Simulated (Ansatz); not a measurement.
`[CH3][SnH]([CH3])[OH]` + H₂S → `[CH3][SnH]([OH])[SH]` + CH₄ at 700 K and 1 bar (ligand exchange at the Sn–C bond).

Isolated molecules relaxed with PBE0-D4/def2-TZVP in Ansatz; ΔE leaves out vibrations. CCSD(T)/CBS is the MP2 limit (def2-TZVPP, def2-QZVPP) plus CCSD(T) − MP2 in def2-TZVPP, frozen cores. This one scheme is used for every species. def2 core potentials past Kr. For Sn outer-core shells are correlated without core-valence functions, which leaves a few kJ/mol of doubt a bond. One conformer a species, not always the lowest.

| species | CCSD(T)/CBS energy (Eh) | H − E (kJ/mol) | S (J/(mol·K)) |
| --- | --- | --- | --- |
| `[CH3][SnH]([CH3])[OH]` | -370.14409 | 329.2 | 516.1 |
| H₂S | -398.97279 | 64.8 | 236.9 |
| `[CH3][SnH]([OH])[SH]` | -728.68928 | 254.5 | 503.5 |
| CH₄ | -40.46206 | 145.9 | 224.0 |

H − E and S are ideal-gas, rigid-rotor, harmonic terms from PBE0-D4/def2-TZVP, for one conformer and one mirror image of each species. 1 Eh = 2625.50 kJ/mol, R = 8.31446 J/(mol·K).

Task: By hand: ΔE, ΔH, ΔS and ΔG.

Result: ΔE = (-728.68928) + (-40.46206) − (-370.14409) − (-398.97279) = -0.03446 Eh = -90.5 kJ/mol. Δ(H − E) = 254.5 + 145.9 − 329.2 − 64.8 = 6.4, so ΔH = -84.1 kJ/mol. ΔS = 503.5 + 224.0 − 516.1 − 236.9 = -25.5 J/(mol·K). ΔG = -84.1 − 700 × (-25.5)/1000 = -66.2 kJ/mol.

Task: By hand: the equilibrium constant, and the temperature at which ΔG would vanish if ΔH and ΔS stayed fixed.

Result: log₁₀ K = −ΔG/(RT ln 10) = 4.9. ΔG = 0 at ΔH/ΔS = 3298 K, far beyond where these terms or the molecules hold.

ΔH outweighs TΔS. A doubt of 5 kJ/mol in ΔE shifts log₁₀ K by 0.4 here. Other conformers and mirror images would add mixing entropy, several J/(mol·K) or more a flexible species. Modes under 60 cm⁻¹, often nearly free rotors, make the harmonic entropy too high. These are equilibria of isolated gas molecules and say nothing of rates. Largest T1 diagnostic: 0.012 (customary marks: 0.02 for closed shells, 0.045 for open ones).
